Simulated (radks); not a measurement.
Q: These are the eigenvalues of the occupied orbitals of an atom or ion with whole-number occupations (eV). Calculated with a radial shooting solver on a logarithmic mesh with Libxc functionals: scalar-relativistic Kohn-Sham, r2SCAN, spin-polarised, spherical densities, finite nucleus; meta-GGA in the generalised Kohn-Sham scheme; Fermi nuclear charge, rms radius of each element as measured or else 0.836 A^(1/3) + 0.57 fm.

| orbital | eigenvalue |
|---|---|
| 1s down | -18868.09 |
| 1s up | -18868.06 |
| 2s up | -2666.233 |
| 2s down | -2665.793 |
| 2p up | -2380.049 |
| 2p down | -2379.739 |
| 3s up | -464.6876 |
| 3s down | -464.5447 |
| 3p up | -370.2228 |
| 3p down | -370.0380 |
| 3d up | -216.3664 |
| 3d down | -216.0095 |
| 4s up | -78.3893 |
| 4s down | -76.1858 |
| 4p up | -53.8443 |
| 4p down | -51.2616 |
| 4d up | -19.9922 |

Which element is it, and in what charge state? The configuration may be excited. Open shells, if any, are filled with parallel spins first.

A: Z = 41, niobium, charge +2: Nb2+ in [Kr] 4d3. The list shows which subshells hold electrons but not how many an open one holds; the 1s level, -693.39 hartree, gives Z - s = 37.2 by -(Z - s)^2/2, which with screening and relativity narrows Z to a few neighbours, and the depths of the outer levels then fix element, charge and occupations together.
